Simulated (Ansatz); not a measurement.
Geometry optimisation, Ansatz, RKS BHLYP/def2-SVP.

The input (input.yaml):

```yaml
crystal:
  periodic: [false, false, false]
  atoms:
    - { symbol: Ge, position_ang: [-0.39024, 0.214011, -0.389583] }
    - { symbol: F, position_ang: [-0.409619, -0.83053, 2.305595] }
    - { symbol: H, position_ang: [1.045573, 0.330132, 0.120413] }
    - { symbol: H, position_ang: [-0.521657, 1.044641, -1.675576] }
    - { symbol: C, position_ang: [-0.925664, -1.630248, -0.71442] }
    - { symbol: H, position_ang: [-0.915142, -2.180835, 0.22698] }
    - { symbol: H, position_ang: [-1.929068, -1.666838, -1.144685] }
    - { symbol: H, position_ang: [-0.232062, -2.105238, -1.412262] }
    - { symbol: H, position_ang: [-1.340586, 0.875942, 0.638251] }
    - { symbol: H, position_ang: [-0.937935, -0.091337, 2.173786] }
basis:
  gaussian: { orbitals: def2-SVP }
hamiltonian:
  xc: { name: BHLYP }
relax:
  f_tol: 0.03
  max_steps: 50
```

Run as:

```bash
$ ansatz run input.yaml --threads 2 --pin off --max-ram 3072MiB --backend cpu --events-out ev --progress --plain --runs-dir out
```

Q: Where does it end, and by what steps?

A: The run converged. After 8 steps the energy has fallen by 0.046 eV; F2 moved furthest, 0.30 Å.

```json
{"step": "0", "energy less start (eV)": "0.0000", "largest force component (eV/Å)": "0.258", "accepted": "yes"}
{"step": "1", "energy less start (eV)": "-0.0282", "largest force component (eV/Å)": "0.816", "accepted": "yes"}
{"step": "2", "energy less start (eV)": "-0.0172", "largest force component (eV/Å)": "0.679", "accepted": "no"}
{"step": "3", "energy less start (eV)": "-0.0440", "largest force component (eV/Å)": "0.079", "accepted": "yes"}
{"step": "4", "energy less start (eV)": "-0.0445", "largest force component (eV/Å)": "0.081", "accepted": "yes"}
{"step": "5", "energy less start (eV)": "-0.0456", "largest force component (eV/Å)": "0.100", "accepted": "yes"}
{"step": "6", "energy less start (eV)": "-0.0447", "largest force component (eV/Å)": "0.344", "accepted": "no"}
{"step": "7", "energy less start (eV)": "-0.0462", "largest force component (eV/Å)": "0.045", "accepted": "yes"}
{"step": "8", "energy less start (eV)": "-0.0463", "largest force component (eV/Å)": "0.014", "accepted": "yes"}
```

```xyz
10
Properties=species:S:1:pos:R:3
Ge -0.360 0.251 -0.479
F -0.589 -0.942 2.524
H 1.107 0.364 -0.059
H -0.588 1.073 -1.752
C -0.898 -1.607 -0.707
H -0.829 -2.113 0.257
H -1.927 -1.668 -1.069
H -0.248 -2.110 -1.426
H -1.217 0.900 0.632
H -1.007 -0.189 2.208
```

Whether the end is a true minimum wasn't checked by a vibrational analysis.

Run time: 13 s on 2 threads of Intel(R) Xeon(R) Platinum 8559C (Emerald Rapids), on a shared host, peak memory 0.21 GiB.
